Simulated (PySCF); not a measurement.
A structure optimised at PBE-D3(BJ)/def2-SVP, used in a PySCF frequency run:

```
C
C 1 1.3429
F 2 1.3265 1 125.74
F 2 1.3359 3 112.32 1 179.05
O 1 1.3733 2 123.70 3 1.35
C 5 1.4320 1 104.81 2 -170.66
O 6 1.4003 5 106.68 1 -29.15
H 6 1.1081 7 109.75 5 118.20
H 6 1.1220 8 110.54 7 -123.73
C 7 1.4250 6 104.76 8 155.97
H 10 1.1082 7 109.12 6 -150.88
H 10 1.1187 11 108.43 7 121.77
```

Write its SMILES and formula.

FC(F)=C1COCO1, C4H4F2O2

What are its rotational constants (standard atomic weights)?

4.5564, 1.4229, 1.1089 GHz
